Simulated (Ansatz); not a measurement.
Computed with Ansatz on PBE0-D4/def2-TZVP structures; ΔE is electronic, products minus reactants. CBS: MP2 limit from def2 TZ/QZ plus the TZ coupled-cluster correction, frozen cores. Each species was taken in one conformer, which may not be the lowest.

`FC1([SiH3])C=C1` + `CC(N)O` → `CC(O)N[SiH3]` + `FC1C=C1`  (ligand exchange at the Si–C bond)

`FC1([SiH3])C=C1`:

Z-matrix (Å, degrees):
```
C
Si 1 1.879
C 1 1.470 2 127.3
F 1 1.410 2 108.9 3 -146.4
C 1 1.471 2 127.3 3 67.2
H 2 1.485 1 110.3 3 -153.3
H 2 1.486 1 107.9 3 -33.7
H 2 1.485 1 110.3 3 86.0
H 3 1.077 1 145.7 2 -70.9
H 5 1.077 1 145.7 2 70.9
```

`CC(N)O`:

```xyz
11

C     0.589   -0.134   -1.138
C     0.202    0.161    0.291
N    -0.559   -0.926    0.838
O    -0.484    1.411    0.262
H     1.174    0.689   -1.549
H     1.169   -1.055   -1.189
H    -0.311   -0.250   -1.748
H     1.105    0.260    0.908
H    -1.434   -1.034    0.338
H    -0.768   -0.789    1.819
H    -0.684    1.666    1.166
```

`CC(O)N[SiH3]`:

Z-matrix (Å, degrees):
```
C
C 1 1.511
H 1 1.091 2 110.4
H 1 1.090 2 110.2 3 121.0
H 1 1.093 2 109.6 3 -119.1
O 2 1.418 1 106.2 3 55.3
N 2 1.435 1 112.1 3 179.2
H 2 1.101 1 109.4 3 -62.6
H 6 0.961 2 107.9 1 175.5
Si 7 1.718 2 124.9 1 145.7
H 7 1.009 2 113.3 1 -52.4
H 10 1.495 7 114.3 2 65.2
H 10 1.484 7 107.3 2 -174.8
H 10 1.487 7 109.5 2 -54.4
```

`FC1C=C1`:

Cartesian coordinates in Å:
```
F -0.988 -1.314 -0.781
C -0.675 -0.122 -0.144
C 0.483 -0.093 0.744
C 0.624 0.487 -0.411
H -1.598 0.428 0.020
H 0.906 -0.396 1.687
H 1.248 1.011 -1.115
```

```tsv
species	CCSD(T)/CBS(def2) energy (Eh)
`FC1([SiH3])C=C1`	-505.92803
`CC(N)O`	-210.19453
`CC(O)N[SiH3]`	-500.49140
`FC1C=C1`	-215.65206
```

Q: Work out ΔE.

A: ΔE = (-500.49140) + (-215.65206) − (-505.92803) − (-210.19453) = -0.02090 Eh = -54.9 kJ/mol.

Largest T1 diagnostic among the species: 0.012.

In def2-TZVPP, CCSD(T) changes the Hartree–Fock value by +10.9 kJ/mol (the triples alone add +2.3 kJ/mol) and MP2 by +9.5 kJ/mol. From PBE to PBE0 (25 % exact exchange), in def2-TZVPP and without D4, ΔE moves by −5.9 kJ/mol.
